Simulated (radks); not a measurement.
All-electron atom: the platinum ion Pt4+ in [Xe] 4f14 5d6. All-electron calculation, Dirac Kohn-Sham, revPBE, spin-unpolarised, spherical densities, finite nucleus; open shells are shared between the two j in proportion to 2j + 1; Fermi nuclear charge, rms radius 5.427 fm. Program: a radial shooting solver on a logarithmic mesh with Libxc functionals.

Radial electron density D(r) = 4 pi r^2 rho(r):

| r (bohr) | D(r) (e/bohr) |
|---|---|
| 0.001298 | 14.69 |
| 0.001731 | 22.06 |
| 0.00229 | 32.05 |
| 0.003055 | 45.68 |
| 0.004042 | 62.07 |
| 0.005348 | 80.30 |
| 0.007132 | 97.99 |
| 0.009437 | 109.8 |
| 0.01249 | 112.3 |
| 0.01665 | 105.9 |
| 0.02204 | 99.62 |
| 0.02916 | 106.3 |
| 0.03889 | 128.8 |
| 0.05145 | 144.5 |
| 0.06862 | 131.9 |
| 0.0908 | 113.5 |
| 0.1201 | 124.8 |
| 0.1602 | 131.7 |
| 0.212 | 93.92 |
| 0.2805 | 73.05 |
| 0.3741 | 86.44 |
| 0.495 | 68.03 |
| 0.655 | 35.14 |
| 0.8736 | 21.72 |
| 1.156 | 15.10 |
| 1.542 | 7.119 |
| 2.04 | 2.194 |
| 2.699 | 0.4093 |
| 3.6 | 0.03452 |
| 4.763 | 0.001029 |

D(r) has 4 maxima, at r = 0.0116, 0.0527, 0.147, 0.383 bohr, and minima at 0.0228, 0.0945, 0.272 bohr, inside which lie 2.03, 11.07, 30.03 electrons.
